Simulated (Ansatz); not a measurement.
C2H5S, doublet, geometry from GFN2-xTB; B3LYP/cc-pV(T+d)Z (Ansatz, a program for electronic structure).

Ansatz was given this input:
Ansatz 0.2 input:
```yaml
crystal:
  periodic: [false, false, false]
  atoms:
    - {symbol: C, position_ang: [1.48255365, 0.65932309, -0.01655837]}
    - {symbol: C, position_ang: [-0.03154429, 0.78395239, 0.00248490]}
    - {symbol: S, position_ang: [-0.84471660, -0.82371473, 0.00823708]}
    - {symbol: H, position_ang: [-0.37104627, 1.31200621, 0.89543533]}
    - {symbol: H, position_ang: [-0.39297317, 1.31674827, -0.87896880]}
    - {symbol: H, position_ang: [1.93395512, 1.64948226, -0.01949031]}
    - {symbol: H, position_ang: [1.83064329, 0.11841436, 0.86042594]}
    - {symbol: H, position_ang: [1.80883038, 0.12313177, -0.90475459]}
basis:
  gaussian:
    orbitals: cc-pV_T+d_Z.json
hamiltonian:
  xc: b3lyp
magnetization: {spin_polarized: true, initial_magnetization: 1}
```
The basis file holds cc-pV(T+d)Z in the JSON format of the Basis Set Exchange.

The log (banner, timings and long lists left out):

```
Functional definition: B3LYP
929 factors; their error is unknown
mean field evaluation 1: about -12984.3171 eV, gradient 4.0e1 eV
mean field evaluation 2: about -12962.5182 eV, gradient 6.9e1 eV
mean field evaluation 4: about -12991.7883 eV, gradient 3.7e0 eV
mean field evaluation 8: about -12991.8538 eV, gradient 1.2e-1 eV
mean field evaluation 16: about -12991.8480 eV, gradient 1.2e-4 eV
mean field evaluation 32: about -12991.7438 eV, gradient 3.7e0 eV
mean field -12991.84802553 eV, -477.4416087474 hartree, gradient 3.6e-6 eV, S^2 0.754006; 1 other end points of the search recorded, 0 dependent functions left out
reference -12991.84824866 eV, -477.4416169471 hartree; 17, 16 occupied and 152, 153 virtual orbitals, 929 factors
Total energy: -12991.84824866 eV, -477.4416169471 hartree
```
